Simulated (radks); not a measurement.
Results of a calculation; reference values are marked as such.
The mean radii <r> (bohr) of the occupied orbitals of an atom or ion are listed with their occupations. Code: a radial shooting solver on a logarithmic mesh with Libxc functionals. Model: scalar-relativistic Kohn-Sham, exchange-only LDA, spin-polarised, spherical densities, point nucleus.

orbital  occ.      <r>
1s          2  0.01933
2s          2  0.08188
2p          6  0.07294
3s          2   0.2128
3p          6   0.2125
3d         10   0.1925
4s          2   0.4782
4p          6   0.5082
4d         10   0.5479
5s          2    1.169
5p          6    1.388
4f         14   0.7231
6s          2    3.286

Name the element and its charge. Open shells, if any, are filled with parallel spins first.

Answer. Z = 71, lutetium, charge +1: Lu+ in [Xe] 4f14 6s2. The 1s radius gives Z: for a bare nucleus <r> = (2 gamma + 1)/(2Z) with gamma = sqrt(1 - (Z/c)^2), 0.01909 bohr for Z = 71, and screening makes it slightly larger (0.01933 here). The occupations add up to 70, and the charge is Z minus that.
